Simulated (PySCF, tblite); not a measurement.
Species: C5H12O2Si.
SMILES with atom numbers: `[CH3:1][CH:2]([CH3:3])[CH2:4][C:5](=[O:6])[O:7][SiH3:8]` (hydrogens: H9, H10, H11 on C1; H12 on C2; H13, H14, H15 on C3; H16, H17 on C4; H18, H19, H20 on Si8)

Structure used (GFN2-xTB), in Å, numbered top down from 1:
```xyz
20
C5H12O2Si angstrom
C     -2.532    0.893   -0.580
C     -1.427    0.107    0.120
C     -1.507   -1.373   -0.244
C     -0.055    0.674   -0.254
C      1.060    0.134    0.605
O      0.928   -0.390    1.678
O      2.256    0.320    0.056
Si     3.665   -0.138    0.810
H     -2.418    0.828   -1.660
H     -2.507    1.942   -0.293
H     -3.507    0.490   -0.315
H     -1.547    0.205    1.204
H     -2.476   -1.780    0.037
H     -1.374   -1.511   -1.316
H     -0.737   -1.933    0.280
H     -0.049    1.761   -0.124
H      0.184    0.471   -1.300
H      3.798    0.596    2.062
H      3.651   -1.580    1.024
H      4.590    0.295   -0.228
```

Level of theory: PBE0/pcSseg-1 in PySCF (dipole) on a GFN2-xTB geometry, gas phase.

Take the most abundant isotopes and a rigid rotor. The values belong to one conformer with, in the numbering `[CH3:1][CH:2]([CH3:3])[CH2:4][C:5](=[O:6])[O:7][SiH3:8]`, C1–C2–C4–C5 168°, C2–C4–C5–O6 -19°, C4–C5–O7–Si8 178°.

What are A, B and C (GHz)?

Ia = 108.73, Ib = 688.95, Ic = 722.82 u·Å²; 505379 MHz·u·Å²/I gives 4648, 733.5 and 699.2 MHz, that is A = 4.6480, B = 0.7335, C = 0.6992 GHz.

Classify the top.

A near-prolate asymmetric top: κ = (2 × 733.5 − 4648 − 699.2)/(4648 − 699.2) = -0.98.

Is it planar, by Δ = Ic − Ia − Ib?

Not planar: Δ = Ic − Ia − Ib = -74.87 u·Å². For a rigid frame Δ = −2 Σ m c², so Σ m c² = 37.43 u·Å² lies off the ab plane: 12.17 from hydrogen and 25.26 from heavier atoms. The atom farthest from that plane is 1.84 Å away.

Where do the levels up to J = 2 lie, in MHz?

Above 0(0,0):
J = 1: 1(0,1) 1433, 1(1,1) 5347, 1(1,0) 5382
J = 2: 2(0,2) 4298, 2(1,2) 8178, 2(1,1) 8281, 2(2,1) 20025, 2(2,0) 20025
The levels of one J sum to (2J + 1)J(J + 1)(A + B + C)/3.

Which types of transition are allowed, and where do some lines up to J = 5 fall?

The dipole components are |μa| = 0.05 D, |μb| = 1.29 D, |μc| = 0.78 D. The squared components, which scale the intensities, stand as 0.00 : 1.00 : 0.36 (a : b : c). Some lines, for components of 0.1 D or more:

```csv
type,branch,"J(Ka,Kc)",MHz,lower level (cm⁻¹)
c,Q,"4(1,4) ← 4(0,4)",3763,0.478
c,Q,"3(1,3) ← 3(0,3)",3830,0.287
c,Q,"1(1,1) ← 1(0,1)",3914,0.048
c,Q,"3(2,2) ← 3(1,2)",11692,0.421
b,Q,"3(2,2) ← 3(1,3)",11898,0.414
b,R,"4(2,3) ← 3(1,2)",17423,0.421
b,R,"4(2,2) ← 3(1,3)",17632,0.414
b,R,"5(2,4) ← 4(1,3)",18787,0.615
c,R,"5(2,4) ← 4(1,4)",19130,0.603
b,Q,"5(3,2) ← 5(2,3)",19653,1.242
b,Q,"4(3,1) ← 4(2,2)",19656,1.003
c,Q,"3(3,1) ← 3(2,1)",19657,0.811
b,Q,"4(3,2) ← 4(2,3)",19659,1.002
b,Q,"5(3,3) ← 5(2,4)",19660,1.241
b,R,"3(3,0) ← 2(2,1)",23957,0.668
c,R,"5(3,2) ← 4(2,2)",26820,1.003
b,Q,"5(4,2) ← 5(3,3)",27521,1.897
c,Q,"4(4,1) ← 4(3,1)",27521,1.658
c,R,"4(4,1) ← 3(3,1)",33253,1.467
b,R,"5(4,2) ← 4(3,1)",34685,1.658
c,R,"5(5,0) ← 4(4,0)",42549,2.576
c,R,"5(5,1) ← 4(4,1)",42549,2.576
```

Estimate the classical rotational partition function at 100 K, 200 K and 500 K.

Point group C1, symmetry number σ = 1; q = (√π/σ)·√((kT/h)³/(ABC)), k/h = 20836.6 MHz/K: 109000 at 100 K, 309000 at 200 K, 1220000 at 500 K.

Its GFN2-xTB frequencies are all real (lowest 21 cm⁻¹). Zero-point vibration and centrifugal distortion are left out. A rigid rotor knows nothing of internal rotation, which can split or shift real lines.
